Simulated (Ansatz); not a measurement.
`FC(F)(F)Sc1ccc(Sc2ccc(Sc3ccc(C(F)(F)F)cc3)cc2)cc1` with charge +1. Total charge 1; doublet. Geometry PBE-D4/def2-SVP, that of the neutral singlet; atoms count from 1.

```xyz
41

F    -3.3608    4.1885   -2.8586
C    -3.5988    5.3856   -2.2819
F    -4.0717    6.2253   -3.2185
F    -2.4134    5.8530   -1.8425
S    -4.8508    5.2832   -0.9431
C    -3.9754    4.1478    0.1266
C    -4.0816    2.7579   -0.0790
C    -3.4066    1.8688    0.7627
C    -2.6024    2.3642    1.8114
S    -1.7723    1.2996    2.9714
C    -1.2396   -0.0736    1.9704
C    -1.3067   -1.3625    2.5341
C    -0.8073   -2.4667    1.8284
C    -0.2720   -2.2989    0.5386
S     0.2531   -3.7332   -0.3832
C     1.9971   -3.4557   -0.6035
C     2.6437   -4.2410   -1.5836
C     4.0201   -4.1164   -1.7886
C     4.7700   -3.1993   -1.0299
C     6.2408   -3.0210   -1.3046
F     6.4576   -2.1476   -2.3230
F     6.8301   -4.1894   -1.6600
F     6.9030   -2.5391   -0.2247
C     4.1271   -2.4185   -0.0547
C     2.7512   -2.5465    0.1657
C    -0.2260   -1.0094   -0.0347
C    -0.6817    0.0984    0.6839
C    -2.4981    3.7555    2.0170
C    -3.1886    4.6429    1.1823
H    -4.7063    2.3786   -0.9007
H    -3.5045    0.7844    0.6085
H    -1.7508   -1.4991    3.5315
H    -0.8418   -3.4716    2.2744
H     2.0593   -4.9505   -2.1890
H     4.5198   -4.7357   -2.5475
H     4.7139   -1.7121    0.5500
H     2.2626   -1.9408    0.9417
H     0.1884   -0.8782   -1.0454
H    -0.6195    1.1032    0.2411
H    -1.8598    4.1409    2.8263
H    -3.1014    5.7290    1.3307
```

Single mean-field runs in def2-TZVP are fitted with def2-universal-jkfit.

Q: Estimate the Mulliken populations of the heavy atoms from the PBE0/def2-TZVP orbitals of Ansatz.

A: 
```
atom  charge (e)  spin (α − β)
  F1       -0.15          0.00
  C2        0.40          0.01
  F3       -0.12          0.00
  F4       -0.14          0.00
  S5       -0.03          0.00
  C6        0.10          0.08
  C7       -0.15         -0.03
  C8       -0.16          0.05
  C9        0.13          0.01
 S10        0.14          0.29
 C11        0.12          0.04
 C12       -0.18          0.04
 C13       -0.14         -0.01
 C14        0.09          0.07
 S15        0.12          0.28
 C16        0.12          0.01
 C17       -0.17          0.06
 C18       -0.18         -0.04
 C19        0.10          0.11
 C20        0.45          0.00
 F21       -0.15          0.00
 F22       -0.15          0.00
 F23       -0.15          0.00
 C24       -0.21         -0.04
 C25       -0.12          0.06
 C26       -0.16         -0.01
 C27       -0.16          0.02
 C28       -0.17          0.04
 C29       -0.14         -0.03
```
Mulliken values depend strongly on the basis.

Q: Where does the spin sit?

A: Summed by element: F 0.01, C 0.44, S 0.56, H -0.01, of 1 unpaired in all. Largest on single atoms: S10 0.29, S15 0.28, C19 0.11.

Q: And the Mayer bond orders between heavy atoms (over 0.3)?

A: F1–C2 1.13 (1.35 Å); C2–F3 1.15 (1.34 Å); C2–F4 1.14 (1.35 Å); C2–S5 1.11 (1.84 Å); S5–C6 0.98 (1.79 Å); C6–C7 1.35 (1.41 Å); C6–C29 1.36 (1.41 Å); C7–C8 1.43 (1.40 Å); C8–C9 1.27 (1.41 Å); C9–S10 1.07 (1.78 Å); C9–C28 1.31 (1.41 Å); S10–C11 1.11 (1.78 Å); C11–C12 1.31 (1.41 Å); C11–C27 1.27 (1.41 Å); C12–C13 1.46 (1.40 Å); C13–C14 1.33 (1.41 Å); C14–S15 1.07 (1.78 Å); C14–C26 1.29 (1.41 Å); S15–C16 1.12 (1.78 Å); C16–C17 1.29 (1.41 Å); C16–C25 1.28 (1.41 Å); C17–C18 1.47 (1.40 Å); C18–C19 1.35 (1.41 Å); C19–C20 1.00 (1.51 Å); C19–C24 1.36 (1.40 Å); C20–F21 1.16 (1.36 Å); C20–F22 1.15 (1.36 Å); C20–F23 1.15 (1.36 Å); C24–C25 1.44 (1.40 Å); C26–C27 1.46 (1.40 Å); C28–C29 1.43 (1.40 Å).
